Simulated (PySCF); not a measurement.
Stepwise substitution at one centre (Ga Cl-Br). Isolated molecules, 0 K electronic values unless said otherwise. Strings in code marks are SMILES.

The T1 excitation (TDA) from two functionals at the same geometries (PBE0-D3(BJ)/def2-TZVP), both in PySCF: PBE-D3(BJ)/def2-TZVP and PBE0-D3(BJ)/def2-TZVP. Excitations are Tamm–Dancoff values on a coarser integration grid. The basis has no diffuse functions, so Rydberg states are missing or too high.

```tsv
species	PBE0-D3(BJ)/def2-TZVP (eV)
0 of 3 Cl replaced by Br	5.69
1 of 3 Cl replaced by Br	5.21
2 of 3 Cl replaced by Br (`[Cl][Ga]([Br])[Br]`)	4.99
3 of 3 Cl replaced by Br (`[Br][Ga]([Br])[Br]`)	4.83
```

Q: What does PBE-D3(BJ)/def2-TZVP give for each?

A: 
- 0 of 3 Cl replaced by Br: 4.96
- 1 of 3 Cl replaced by Br: 4.56
- 2 of 3 Cl replaced by Br (`[Cl][Ga]([Br])[Br]`): 4.35
- 3 of 3 Cl replaced by Br (`[Br][Ga]([Br])[Br]`): 4.17
Over these rows, drawn at random from the members with no instability flagged (it was tested for open shells, ions and some series alone), PBE minus PBE0-D3(BJ): mean -0.67 eV, from -0.73 eV to -0.65 eV.
